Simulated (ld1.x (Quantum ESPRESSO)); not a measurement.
# How hard is this technetium RRKJ potential?

Tc (Z = 43), norm-conserving RRKJ (Kleinman–Bylander form), made with ld1.x (Quantum ESPRESSO) 7.5 (PBE, non-relativistic). Core [Kr], reference 4d5 5s2 5p0. Waves: 5p (bound, empty): rc 2.80 bohr; 4d (bound): rc 2.20 bohr; 5s (bound): rc 2.05 bohr. Local part: the s channel. Core correction: none.

The pseudo-atom Hamiltonian at the reference potential is diagonalised in spherical Bessel functions j_l(qr) that vanish at 20 bohr, with q² up to the cutoff. All-electron valence levels (Ry): 5p -0.1068, 4d -0.5295, 5s -0.3519.

**Question.** How do the lowest levels (Ry) of each channel move with the cutoff, and are there ghosts?

**Answer.**

| cutoff (Ry) | p #1 | p #2 | d #1 | d #2 | s #1 | f #1 | Σ f·Δε (mRy) |
| --- | --- | --- | --- | --- | --- | --- | --- |
| 8 | -0.1068 | 0.0455 | 0.0289 | 0.0923 | -0.3165 | 0.1065 | 2862.8 |
| 12 | -0.1068 | 0.0455 | -0.0693 | 0.0630 | -0.3362 | 0.1065 | 2332.6 |
| 18 | -0.1068 | 0.0455 | -0.3970 | 0.0540 | -0.3499 | 0.1065 | 667.0 |
| 25 | -0.1068 | 0.0455 | -0.5076 | 0.0532 | -0.3503 | 0.1065 | 113.0 |
| 30 | -0.1068 | 0.0455 | -0.5264 | 0.0530 | -0.3509 | 0.1065 | 17.9 |
| 40 | -0.1068 | 0.0455 | -0.5295 | 0.0530 | -0.3513 | 0.1065 | 1.5 |
| 50 | -0.1068 | 0.0455 | -0.5295 | 0.0530 | -0.3516 | 0.1065 | 0.7 |
| 60 | -0.1068 | 0.0455 | -0.5295 | 0.0530 | -0.3518 | 0.1065 | 0.4 |
| 400 | -0.1068 | 0.0455 | -0.5295 | 0.0530 | -0.3519 | 0.1065 | 0.0 |

Result: no extra level below or beside the all-electron valence levels (p, d, s, f tested); 10 mRy is reached at 35 Ry and 1 mRy at 50 Ry.
